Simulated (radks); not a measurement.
Coulomb parameter of the 4d shell of the palladium ion Pd2+ in the model configuration [Kr] 4d7 5p1, as a second difference U = [E(n + 0.5) + E(n - 0.5) - 2 E(n)] / (0.5)^2 with all orbitals relaxed. "Bare": the charge of the atom changes with n. "Screened": the 5p shell takes up the change at fixed total charge, which measures U(4d,4d) + U(5p,5p) - 2 U(4d,5p). Method: scalar-relativistic Kohn-Sham, BLYP, spin-unpolarised, spherical densities, finite nucleus; Fermi nuclear charge, rms radius 4.5318 fm; computed with a radial shooting solver on a logarithmic mesh with Libxc functionals.

start: configuration [Kr] 4d7 5p1; E - E(n) (eV) 0.000
bare +0.5: configuration [Kr] 4d7.5 5p1; E - E(n) (eV) -14.422
bare -0.5: configuration [Kr] 4d6.5 5p1; E - E(n) (eV) 17.884
screened +0.5: configuration [Kr] 4d7.5 5p0.5; E - E(n) (eV) -7.635
screened -0.5: configuration [Kr] 4d6.5 5p1.5; E - E(n) (eV) 8.470

U(bare) = 13.848 eV, U(screened by 5p) = 3.336 eV, against the Slater integral F0(4d,4d) = 18.621 eV with frozen orbitals.
